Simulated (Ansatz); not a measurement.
A series at Si: from orthosilicic acid, ligands are replaced one by one, each step taking up H₂ and setting free H₂O; n counts the steps. Ansatz, PBE0-D4/def2-TZVP geometries. Each molecule was computed in one conformer, which needn't be the lowest.

CBS adds triple-zeta CCSD(T) − MP2 to the MP2 limit, frozen cores; atoms without spin–orbit coupling. 

| n | molecule | atomization energy, CCSD(T)/CBS (kJ/mol) |
| --- | --- | --- |
| 0 | `O[Si](O)(O)O` | 3791.1 |
| 1 | `O[SiH](O)O` | 3173.5 |
| 2 | `O[SiH2]O` | 2554.9 |
| 3 | `O[SiH3]` | ? |
| 4 | SiH₄ | 1362.7 |

Q: By hand: fit a straight line y = ȳ + b (n − n̄) to the 4 given rows and predict n = 3.

A: n̄ = 1.750, ȳ = 2720.55; Σ(n − n̄)(y − ȳ) = -5309.75, Σ(n − n̄)² = 8.750, so b = -606.83 kJ/mol a step. Prediction: 2720.55 + (-606.83) × (1.250) = 1962.0 kJ/mol.

Q: By hand: compare with the computed value, 1943.1 kJ/mol, and give the steps along the whole series.

A: The line misses by -18.9 kJ/mol (computed minus predicted). Steps: -617.6, -618.6, -611.8, -580.4 kJ/mol.

The steps differ by up to 38.2 kJ/mol, small against a whole step but well beyond the method's doubt, so the ligands' effects don't simply add. The miss is 0.8 % of the series' range. The energies themselves are unsure by some kJ/mol a bond, though much of that is common to the series.
